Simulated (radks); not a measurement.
Spherical quantum dot in the effective-mass picture: electrons in a hard-walled sphere of radius 3.03, with a point charge +2 (a donor) at the centre, all in effective atomic units (hartree* = m*/eps^2 hartree, bohr* = eps/m* bohr), one dielectric constant everywhere. Calculated with a radial shooting solver with Libxc functionals: non-relativistic Kohn-Sham, PBE, spin-polarised, spherical densities. Levels are named by radial order and angular momentum (1s, 1p, 1d, 2s, ...), and open shells are averaged over m. Results are scaled to m* = 0.044 and eps = 17.9, for which hartree* = 3.737 meV and bohr* = 21.53 nm.

N = 12, configuration 1s2 1p6 1d(up 2, down 0) 2s2. This is the lowest configuration that the search found. Occupied and some empty levels:

| level | occupation | eigenvalue (meV) | <r> (nm) |
|---|---|---|---|
| 1s up | 1 | 17.128 | 30.74 |
| 1s down | 1 | 17.235 | 29.97 |
| 1p up | 3 | 19.269 | 41.87 |
| 1p down | 3 | 19.461 | 41.71 |
| 2s up | 1 | 20.953 | 29.56 |
| 2s down | 1 | 21.058 | 30.18 |
| 1d up | 2 | 21.501 | 44.59 |
| 1d down | 0 | 21.712 | 44.53 |
| 1f up | 0 | 24.335 | 46.45 |
| 1f down | 0 | 24.555 | 46.42 |
| 2p up | 0 | 27.415 | 33.23 |
| 2p down | 0 | 27.512 | 33.23 |
| 1g up | 0 | 27.747 | 47.88 |
| 1g down | 0 | 27.972 | 47.87 |

Energy (meV): total 107.574, kinetic 64.686, external -69.864, Hartree 134.49, exchange-correlation -21.739.
